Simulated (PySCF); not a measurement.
Fractional electron number in Cr (chromium, neutral)

The 4s alpha orbital of [Ar] 3d5 4s1 is emptied in steps (occupation f), with all orbitals relaxed, ending at [Ar] 3d5. Calculation: PySCF 2.14, in def2-TZVP; no relativity, point nucleus. The exact energy is a straight line in f; departures are measured from the line between the end points of the same method.

```json
{"f": "1", "UHF (eV)": "0.000", "LDA (eV)": "0.000", "PBE (eV)": "0.000"}
{"f": "0.75", "UHF (eV)": "0.025", "LDA (eV)": "-0.554", "PBE (eV)": "-0.546"}
{"f": "0.5", "UHF (eV)": "0.032", "LDA (eV)": "-0.743", "PBE (eV)": "-0.734"}
{"f": "0.25", "UHF (eV)": "0.023", "LDA (eV)": "-0.558", "PBE (eV)": "-0.555"}
{"f": "0", "UHF (eV)": "0.000", "LDA (eV)": "0.000", "PBE (eV)": "0.000"}
```

For UHF, how does the orbital energy at f = 1 compare with the removal energy?

−ε = 6.055 eV against a total-energy difference of 5.916 eV. By Janak's theorem ε = ∂E/∂f, so the gap between them reflects the curvature. Along the path −ε is 5.978 (f = 0.75), 5.911 (f = 0.5), 5.851 (f = 0.25) eV.

```tsv
method	E(f=0) − E(f=1) (eV)	−ε at f=1 (eV)	−ε at f=0.5 (eV)
UHF	5.916	6.055	5.911
LDA	7.479	4.545	7.468
PBE	7.266	4.381	7.240
```

Reference removal energy between the ground levels: 6.767 eV (measured; NIST Atomic Spectra Database, ionization energies). UHF lacks correlation.
